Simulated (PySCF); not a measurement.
BrF2HOSi, SMILES O[Si](F)(F)Br.

Coordinates come from a B3LYP-D3(BJ)/def2-SVP optimisation. This is a generated structure with no PubChem entry under its InChIKey; it may be hypothetical. One conformer was computed; it need not be the lowest.

Calculation: PBE/def2-TZVP run with PySCF.

Symmetry labels are those of the subgroup Cs that the program uses (full group Cs).

Computed valence orbital energies around the gap with their symmetry:
```csv
orbital,symmetry,energy (eV)
HOMO−7,A',-11.15
HOMO−6,A",-10.63
HOMO−5,A",-10.28
HOMO−4,A',-9.86
HOMO−3,A',-9.53
HOMO−2,A",-8.77
HOMO−1,A',-7.90
HOMO,A",-7.87
LUMO,A',-1.20
LUMO+1,A',0.08
LUMO+2,A",0.67
LUMO+3,A',0.88
```
